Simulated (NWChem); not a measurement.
System: C₃H₇B; SMILES BCC=C

Input file for NWChem:

```
start job
memory heap 200 mb stack 900 mb global 1100 mb
geometry units angstroms noautosym nocenter noautoz
  B      0.298751     1.932849     0.222383
  C     -0.471497     0.617900    -0.090853
  C      0.290770    -0.658212    -0.275933
  C     -0.028635    -1.840808     0.278582
  H     -0.823247     0.992746    -1.103197
  H     -1.410426     0.480896     0.484602
  H      1.203400    -0.586848    -0.896258
  H     -0.925319    -1.957730     0.910482
  H      0.597071    -2.733670     0.127048
  H     -0.300306     2.903273     0.649712
  H      1.477768     2.044353    -0.066514
end
basis spherical
  B library 6-31g*
  C library 6-31g*
  H library 6-31g*
end
dft
  xc pbe0
  iterations 150
end
property
  efieldgrad
end
task dft property
```

Structure relaxed at the PBE-D3(BJ)/def2-SVP level.

Vzz is the largest principal value of the second derivative of the potential at the nucleus (NWChem prints the opposite sign); η is the asymmetry. Non-relativistic.

Atoms are numbered as in the input.

Give the results of this calculation. (PBE0/6-31G* (spherical d).) Quantities: Vzz B1 (a.u.); η B1.


| Property | Result |
|---|---|
| Vzz B1 (a.u.) | 0.551 |
| η B1 | 0.01 |
